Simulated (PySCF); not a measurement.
Polarisability and C₆ of Li⁺ (lithium, charge +1)

1s2, closed-shell 1S. Computed with PySCF 2.14 in aug-cc-pVQZ-DK (6s5p4d3f2g, 80 functions), with the spin-free X2C one-electron Hamiltonian (Gaussian nucleus). Coupled (time-dependent) response in atomic units; α is the mean over directions.

```
method  mean α (bohr³)  C₆ (like pair)    S(−4)
   UHF          0.1791         0.06329  0.02682
   PBE          0.1980         0.07231  0.03440
  PBE0          0.1922         0.06949  0.03192
```

S(−4) is the Cauchy moment in α(ω) = α(0) + S(−4) ω² + …

α(iu) at PBE0:

| u (hartree) | α(iu) (bohr³) |
| --- | --- |
| 0 | 0.1922 |
| 0.0500 | 0.1921 |
| 0.100 | 0.1918 |
| 0.200 | 0.1909 |
| 0.300 | 0.1893 |
| 0.500 | 0.1845 |
| 0.750 | 0.1759 |
| 1.00 | 0.1651 |
| 1.50 | 0.1408 |
| 2.00 | 0.1170 |
| 3.00 | 0.07945 |
| 5.00 | 0.03949 |

A single London oscillator, α(iu) = α/(1 + u²/ω²), gives C₆ = (3/4) ω α². Matching the computed C₆ needs ω = 4 × 0.06949 / (3 × 0.1922²) = 2.51 hartree.

For an ion, C₆ is the dispersion term alone; charge-induced terms of lower order in 1/R come first.
